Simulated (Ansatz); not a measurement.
```yaml
crystal:
  periodic: [false, false, false]
  atoms:
    - {symbol: C, position_ang: [-0.410646, 0.889727, -0.216005]}
    - {symbol: Sc, position_ang: [0.461089, -1.043941, 0.269449]}
    - {symbol: F, position_ang: [1.986310, -1.064642, 1.303037]}
    - {symbol: F, position_ang: [-0.348357, -2.556154, -0.403684]}
    - {symbol: H, position_ang: [-1.469741, 0.822205, -0.490945]}
    - {symbol: H, position_ang: [-0.325191, 1.606497, 0.610017]}
    - {symbol: H, position_ang: [0.106546, 1.346297, -1.071870]}
basis:
  gaussian: {orbitals: STO-3G, nuclear_model: gaussian}
total_charge: -1
magnetization: {spin_polarized: false, initial_magnetization: 1}
hamiltonian: {xc: {name: CAM-B3LYP}}
scf: {lower_state_search: full}
output: {forces: true}
```

```sh
$ ansatz run in.yaml --threads 4 --pin off --events-out ev --progress --plain --max-ram 10444MiB
```

Output, abridged:

```
Functional definition: CAM-B3LYP
485 factors; integrals over basis functions are off by at most 1.2e-4 eV
177 factors; integrals over basis functions are off by at most 1.7e-6 eV
mean field evaluation 1: about -26916.9781 eV, gradient 1.7e1 eV
mean field evaluation 2: about -26916.9419 eV, gradient 1.7e1 eV
mean field evaluation 4: about -26918.0970 eV, gradient 1.4e0 eV
mean field evaluation 8: about -26918.1073 eV, gradient 7.9e-3 eV
mean field evaluation 96: about -26918.1073 eV, gradient 3.7e-3 eV
mean field evaluation 128: about -26918.1073 eV, gradient 1.4e-3 eV
mean field -26918.10728086 eV, -989.2221968232 hartree, gradient 1.4e-5 eV, S^2 0.750000; 8 other end points of the search recorded, 0 dependent functions left out
reference -26918.10740057 eV, -989.2222012225 hartree; 25, 24 occupied and 11, 12 virtual orbitals, 485 factors
Total energy: -26918.10740057 eV, -989.2222012225 hartree
Atom 0 at    -0.410646     0.889727    -0.216005 Å, force    -0.644428     1.647722    -0.459760 eV/Å
Atom 1 at     0.461089    -1.043941     0.269449 Å, force     0.581888    -1.369993     0.354736 eV/Å
Atom 2 at     1.986310    -1.064642     1.303037 Å, force     0.977682     0.081248     0.667944 eV/Å
Atom 3 at    -0.348357    -2.556154    -0.403684 Å, force    -0.575191    -0.915025    -0.467751 eV/Å
Atom 4 at    -1.469741     0.822205    -0.490945 Å, force    -0.123023     0.216608     0.003380 eV/Å
Atom 5 at    -0.325191     1.606497     0.610017 Å, force    -0.159536     0.175483    -0.000338 eV/Å
Atom 6 at     0.106546     1.346297    -1.071870 Å, force    -0.057392     0.163958    -0.098210 eV/Å
Dipole moment:     0.063965    -0.101860     0.006233 e Å
```

Run time 3.7 s (4 threads of an Arm Neoverse V2 on a shared host); peak host memory 0.13 GiB.
